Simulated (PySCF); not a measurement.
## Energy of N(2+) (nitrogen, charge +2) between two integer charges

The 2p alpha orbital of [He] 2s2 2p1 is emptied in steps (occupation f), with all orbitals relaxed, ending at [He] 2s2. All numbers are calculated (PySCF 2.14, the spin-free X2C one-electron Hamiltonian (Gaussian nucleus), in jorge-DZP-DKH). The exact energy is a straight line in f; departures are measured from the line between the end points of the same method.

| f | UHF (eV) | LDA (eV) | PBE (eV) | PBE0 (eV) | r2SCAN (eV) | LC-wPBE (eV) | BHandHLYP (eV) | wB97X (eV) | HSE06 (eV) | TPSS (eV) |
| --- | --- | --- | --- | --- | --- | --- | --- | --- | --- | --- |
| 1 | 0.000 | 0.000 | 0.000 | 0.000 | 0.000 | 0.000 | 0.000 | 0.000 | 0.000 | 0.000 |
| 0.8 | 0.110 | -1.457 | -1.442 | -1.059 | -1.313 | -0.598 | -0.680 | -0.613 | -1.124 | -1.372 |
| 0.6 | 0.162 | -2.184 | -2.158 | -1.583 | -1.950 | -0.889 | -1.015 | -0.909 | -1.680 | -2.046 |
| 0.4 | 0.159 | -2.179 | -2.149 | -1.575 | -1.928 | -0.878 | -1.007 | -0.894 | -1.671 | -2.028 |
| 0.2 | 0.104 | -1.446 | -1.422 | -1.042 | -1.272 | -0.575 | -0.664 | -0.581 | -1.104 | -1.334 |
| 0 | 0.000 | 0.000 | 0.000 | 0.000 | 0.000 | 0.000 | 0.000 | 0.000 | 0.000 | 0.000 |

Problem. For HSE06, how does the orbital energy at f = 1 compare with the removal energy?

Solution. −ε = 40.863 eV against a total-energy difference of 47.905 eV. By Janak's theorem ε = ∂E/∂f, so the gap between them reflects the curvature. Along the path −ε is 43.705 (f = 0.8), 46.543 (f = 0.6), 49.354 (f = 0.4), 52.102 (f = 0.2) eV.

| method | E(f=0) − E(f=1) (eV) | −ε at f=1 (eV) | −ε at f=0.4 (eV) |
| --- | --- | --- | --- |
| UHF | 47.193 | 47.894 | 47.046 |
| LDA | 47.714 | 38.617 | 49.566 |
| PBE | 47.885 | 38.870 | 49.736 |
| PBE0 | 47.879 | 41.251 | 49.240 |
| r2SCAN | 48.063 | 39.790 | 49.779 |
| LC-wPBE | 48.034 | 44.277 | 48.833 |
| BHandHLYP | 48.009 | 43.740 | 48.895 |
| wB97X | 47.612 | 43.753 | 48.448 |
| HSE06 | 47.905 | 40.863 | 49.354 |
| TPSS | 48.087 | 39.479 | 49.884 |

Reference removal energy between the ground levels: 47.445 eV (semi-empirical (NIST evaluation); NIST Atomic Spectra Database, ionization energies). The calculation has no spin-orbit coupling. UHF lacks correlation.
